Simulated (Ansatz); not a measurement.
Input and output for CH7FN2Si (`CN[SiH](N)F`).

```yaml
crystal:
  periodic: [false, false, false]
  atoms:
    - {symbol: C, position_ang: [-1.430410, 1.177156, 0.532099]}
    - {symbol: N, position_ang: [-0.090991, 0.691439, 0.282075]}
    - {symbol: Si, position_ang: [0.310229, -0.719099, -0.562366]}
    - {symbol: N, position_ang: [1.879226, -1.180872, -0.098267]}
    - {symbol: F, position_ang: [0.415385, -0.589161, -2.158829]}
    - {symbol: H, position_ang: [-1.539704, 1.534683, 1.560606]}
    - {symbol: H, position_ang: [-2.144698, 0.362302, 0.394453]}
    - {symbol: H, position_ang: [-1.722755, 1.987917, -0.144799]}
    - {symbol: H, position_ang: [0.632620, 1.378307, 0.426411]}
    - {symbol: H, position_ang: [-0.815017, -1.661344, -0.348114]}
    - {symbol: H, position_ang: [2.459600, -1.721558, -0.717057]}
    - {symbol: H, position_ang: [2.123517, -1.314968, 0.867789]}
basis:
  gaussian: {orbitals: def2-TZVPD, final_grid: {core_spheres: 20, valence_spheres: 16, degree: 47}}
magnetization: {spin_polarized: true, initial_magnetization: 2}
hamiltonian: {xc: {name: LC-wPBE}}
scf: {lower_state_search: full}
output: {forces: true}
```

```sh
$ ansatz run in.yaml --threads 4 --pin off --events-out ev --progress --plain --max-ram 10444MiB
```

It prints (some lines left out):

```
Functional definition: LC-wPBE
1361 factors; their error is unknown
652 factors; integrals over basis functions are off by at most 3.7e-5 eV
mean field evaluation 1: about -14710.5878 eV, gradient 4.6e1 eV
mean field evaluation 2: about -14711.7584 eV, gradient 4.6e1 eV
mean field evaluation 4: about -14719.2414 eV, gradient 2.6e0 eV
mean field evaluation 8: about -14719.7297 eV, gradient 4.9e-1 eV
mean field evaluation 16: about -14719.7407 eV, gradient 4.3e-2 eV
mean field evaluation 32: about -14719.7410 eV, gradient 1.1e-4 eV
mean field evaluation 128: about -14719.7410 eV, gradient 2.8e-5 eV
mean field -14719.74095315 eV, -540.9405026296 hartree, gradient 3.2e-5 eV, S^2 2.004527; 13 other end points of the search recorded, 0 dependent functions left out
reference -14719.74095317 eV, -540.9405026301 hartree; 26, 24 occupied and 231, 233 virtual orbitals, 1361 factors
Total energy: -14719.74095317 eV, -540.9405026301 hartree
Atom 0 at    -1.430410     1.177156     0.532099 Å, force    -0.110887    -1.440818     0.092778 eV/Å
Atom 1 at    -0.090991     0.691439     0.282075 Å, force    -3.661976     1.406976     0.234809 eV/Å
Atom 2 at     0.310229    -0.719099    -0.562366 Å, force     1.376484    -3.734702    -1.823571 eV/Å
Atom 3 at     1.879226    -1.180872    -0.098267 Å, force    -0.812550     0.149588     0.129026 eV/Å
Atom 4 at     0.415385    -0.589161    -2.158829 Å, force    -0.261062     0.437900     0.520665 eV/Å
Atom 5 at    -1.539704     1.534683     1.560606 Å, force     0.501576     0.322412     0.058967 eV/Å
Atom 6 at    -2.144698     0.362302     0.394453 Å, force     0.108186     0.018776    -0.079970 eV/Å
Atom 7 at    -1.722755     1.987917    -0.144799 Å, force     0.592428     0.262888    -0.073528 eV/Å
Atom 8 at     0.632620     1.378307     0.426411 Å, force     2.049502     2.306858     0.911637 eV/Å
Atom 9 at    -0.815017    -1.661344    -0.348114 Å, force     0.114232     0.113194     0.024781 eV/Å
Atom 10 at     2.459600    -1.721558    -0.717057 Å, force    -0.022284     0.020129    -0.105260 eV/Å
Atom 11 at     2.123517    -1.314968     0.867789 Å, force     0.126351     0.136797     0.109667 eV/Å
Dipole moment:    -0.531031    -0.870615     0.012497 e Å
```

It took 35 s on 4 threads of an Intel Xeon 6975P-C on a shared host, with 1.1 GiB of host memory at the peak.
